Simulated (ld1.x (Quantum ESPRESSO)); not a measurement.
# Mn, PAW: configuration errors across variants

ld1.x (Quantum ESPRESSO) 7.5 input, shortened:

```
&input
   title='Mn', zed=25., rel=1, dft='PZ', iswitch=3,
   config='[Ar] 3d5 4s1.75 4p0.25'
 /
 &inputp
   pseudotype=3, lpaw=.true., tm=.true., lloc=-1, rcloc=2.25,
   nlcc=.true., new_core_ps=.true., rcore=1.45,
   which_augfun='BESSEL', rmatch_augfun=1.25
 /
6
3S  1  0   2.00   0.00  1.15  1.40  0.0
4S  2  0   1.75   0.00  1.15  1.40  0.0
3P  2  1   6.00   0.00  1.25  1.40  0.0
4P  3  1   0.25   0.00  1.25  1.40  0.0
3D  3  2   5.00   0.00  1.90  2.30  0.0
3D  3  2   0.00   1.05  1.90  2.30  0.0
 &test
   configts(1)='3s2 3p6 3d5 4s1.75 4p0.25'
 /
```

All-electron excitation energies from the reference (eV): (1) 3s2 3p6 3d5 4s2 4p0 -0.960; (2) 3s2 3p6 3d5 4s1 4p0 7.694; (3) 3s2 3p6 3d5 4s0 4p0 23.571; (4) 3s2 3p6 3d4 4s0 4p0 56.382; (5) 3s2 3p5 3d5 4s2 4p0 60.935; (6) 3s1 3p6 3d5 4s2 4p0 92.093; (7) 3s2 3p6 3d5.5 4s1.5 4p0 -1.465; (8) 3s2 3p6 3d5 4s1.75 4p0.25 spin -5.286; (9) 3s2 3p6 3d5 4s2 4p0 spin -6.014.

Spin tests fill each open shell by Hund’s rule, majority spin first.

The overlap operator is not positive definite (basis up to 400 Ry) in “local potential all-electron potential smoothed inside 0.90 bohr (lloc = -1)”, “local potential all-electron potential smoothed inside 1.14 bohr (lloc = -1)”, “local potential all-electron potential smoothed inside 1.24 bohr (lloc = -1)”, “local potential all-electron potential smoothed inside 1.52 bohr (lloc = -1)”. Such files are unfit for use, however small their errors in these radial tests.

Errors AE − PS in meV (a dash: test not solved or not reliable):

```csv
change,(1),(2),(3),(4),(5),(6),(7),(8),(9),bound ghosts
base,0.0,-1.7,-8.8,-12,-79,-83,-2.2,+1.6,+2.5,none
local potential all-electron potential smoothed inside 0.90 bohr (lloc = -1),+0.1,-0.6,-1.5,-9.5,-0.7,-23,-1.5,+28,+29,not determined (overlap not positive)
local potential all-electron potential smoothed inside 1.14 bohr (lloc = -1),+0.3,+0.1,+9.9,+53,–,–,–,–,–,not determined (overlap not positive)
local potential all-electron potential smoothed inside 1.24 bohr (lloc = -1),+0.1,-0.7,-0.6,+31,+75,-17,-0.6,+17,+17,not determined (overlap not positive)
local potential all-electron potential smoothed inside 1.52 bohr (lloc = -1),+0.1,-0.9,-4.6,-23,-63,-51,+0.3,-96,-95,not determined (overlap not positive)
local potential all-electron potential smoothed inside 1.88 bohr (lloc = -1),0.0,-1.9,-9.2,-20,-85,-97,-3.0,+6.9,+8.3,none
local potential all-electron potential smoothed inside 2.12 bohr (lloc = -1),0.0,-1.7,-9.1,-13,-80,-86,-2.2,+3.2,+4.3,none
local potential all-electron potential smoothed inside 2.22 bohr (lloc = -1),0.0,-1.7,-8.8,-12,-79,-83,-2.2,+1.6,+2.5,none
local potential all-electron potential smoothed inside 2.52 bohr (lloc = -1),0.0,-1.7,-8.7,–,–,–,–,–,–,none
local potential all-electron potential smoothed inside 2.68 bohr (lloc = -1),0.0,-1.7,-8.7,–,–,–,–,–,–,none
```

Problem. Give the same row for: local potential all-electron potential smoothed inside 1.66 bohr (lloc = -1).

Solution. +0.1, -0.7, -2.2, -11, –, –, –, –, –; bound ghosts: none.
